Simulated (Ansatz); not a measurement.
A nudged elastic band was laid between two geometries of ClF₄HHf (7 atoms, charge 0, multiplicity 1).

All numbers below come from Ansatz 0.2.0, RKS PBE-D4/def2-SVP.

```
movable images  : 7
climbing image  : yes
spring          : 5.0 eV/Å²
optimiser       : quadratic models (default)
start path      : through a guess of the saddle point
force threshold : 0.05 eV/Å
iteration limit : 60
end points      : relaxed
```

First end point:

```xyz
7
Properties=species:S:1:pos:R:3
Hf -0.093 0.000 0.059
Cl 0.119 0.000 2.496
F 1.760 0.000 -0.387
F -0.700 1.599 -0.794
F -0.700 -1.599 -0.794
F -2.254 0.000 1.035
H -1.874 0.000 1.929
```

Last end point:

```xyz
7
Properties=species:S:1:pos:R:3
Hf -0.459 0.000 -0.508
Cl -0.159 0.000 3.486
F 1.330 0.000 0.162
F -0.697 1.549 -1.601
F -0.697 -1.549 -1.601
F -1.828 0.000 0.864
H -1.230 0.000 2.741
```

Problem. What changes between the two ends?

Solution. Bonds broken: Hf1–Cl2, F6–H7. Bonds formed: Cl2–H7. ClF4HHf becomes ClH + F4Hf.

Problem. What energy profile does the band end with?

Solution. It converged. The highest image is number 4 of 0 to 8, 0.214 eV above the first end and 0.016 eV above the last; the last end lies 0.198 eV above the first. Beside the main top the profile has a ripple of under 15 meV (maxima at images 4, 7), which may be a very shallow well or noise. A vibrational analysis at the climbing image gives one clearly imaginary mode, 87i cm⁻¹, and a faint second one (38i cm⁻¹) that may be numerical noise or a soft torsion: probably a first-order saddle point. The orbitals stay closed-shell, which can raise the energy where a bond breaks towards radicals; this wasn't checked here.

```tsv
image	path coordinate (Å)	energy (eV)	Hf1–Cl2 (Å)	F6–H7 (Å)	Cl2–H7 (Å)
0	0.00	0.000	2.45	0.97	2.07
1	0.27	0.023	2.48	1.00	1.91
2	0.53	0.093	2.55	1.05	1.74
3	0.80	0.190	2.64	1.19	1.55
4	1.07	0.214	2.76	1.44	1.40
5	1.45	0.202	2.93	1.78	1.32
6	1.83	0.205	3.20	2.04	1.31
7	2.21	0.208	3.61	2.01	1.30
8	2.59	0.198	4.00	1.97	1.30
```

Problem. What is the geometry of the highest image?

Solution. 
```xyz
7
Properties=species:S:1:pos:R:3:forces:R:3
Hf -0.386 0.000 -0.082 -0.03 0.00 -0.01
Cl -0.007 0.000 2.655 -0.02 0.00 0.00
F 1.531 0.000 0.012 -0.01 0.00 0.01
F -0.714 1.546 -1.147 0.00 0.00 0.00
F -0.714 -1.546 -1.148 0.00 0.00 0.00
F -2.113 0.000 1.020 0.03 0.00 -0.02
H -1.338 0.000 2.233 0.02 0.00 0.02
```

Time of the run: 2.5 min on 2 threads of AMD EPYC 7R43 64-Core Processor (Zen 3), on a shared host, peak memory 0.23 GiB.
